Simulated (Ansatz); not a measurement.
Relative stability

Two isomers of C3H7Li, singlet, relaxed at PBE0-D4/def2-TZVP (vibrations not checked).

A:

```
11
angstrom
Li -2.1932 0.9815 -0.3585
C -0.2582 0.5248 -0.1455
C 0.1171 0.0912 1.2695
C 0.2390 -0.5181 -1.1437
H 0.2987 1.4536 -0.3519
H -0.1149 0.8556 2.0202
H 1.1936 -0.1386 1.3749
H -0.4128 -0.8209 1.5745
H 0.0974 -0.2061 -2.1850
H -0.2814 -1.4783 -1.0291
H 1.3148 -0.7446 -1.0252
```

B:

```
11
angstrom
Li -2.2936 0.6199 0.7982
C -0.5111 1.1725 0.1107
C 0.3102 0.0875 -0.5829
C 0.4419 -1.1842 0.2420
H -0.6070 2.0391 -0.5599
H 0.0682 1.5530 0.9686
H 1.3295 0.4280 -0.8301
H -0.1473 -0.1701 -1.5470
H 0.8766 -0.9659 1.2230
H 1.0730 -1.9368 -0.2415
H -0.5405 -1.6430 0.4189
```

Program: Ansatz 0.2.0. Basis: def2-TZVPP. Cores are frozen in the correlated methods. The outer core shell of Li, Na, Mg and K is correlated. B3LYP uses VWN-RPA correlation.

Problem. Which structure is lower at CCSD(T), and by how much? (To be estimated.)

Solution. Computed: B, by 3.73 kcal/mol (electronic energy, against the other). By their contacts, A is C₃H₇Li ([Li][CH]([CH3])[CH3]) and B is C₃H₇Li ([Li][CH2][CH2][CH3]).

All methods give the same order:

| method | E(B) − E(A) (kcal/mol) |
| --- | --- |
| PBE-D4 | -3.47 |
| r2SCAN-D4 | -3.83 |
| PBE0-D4 | -3.70 |
| B3LYP-D4 | -3.73 |
| wB97M-V | -3.83 |
| HF | -4.25 |
| MP2 | -3.62 |
| CCSD | -3.83 |
| CCSD(T) | -3.73 |

T1 diagnostic: at most 0.012.

Labels in which every atom is bracketed show which atoms are joined, not bond orders.
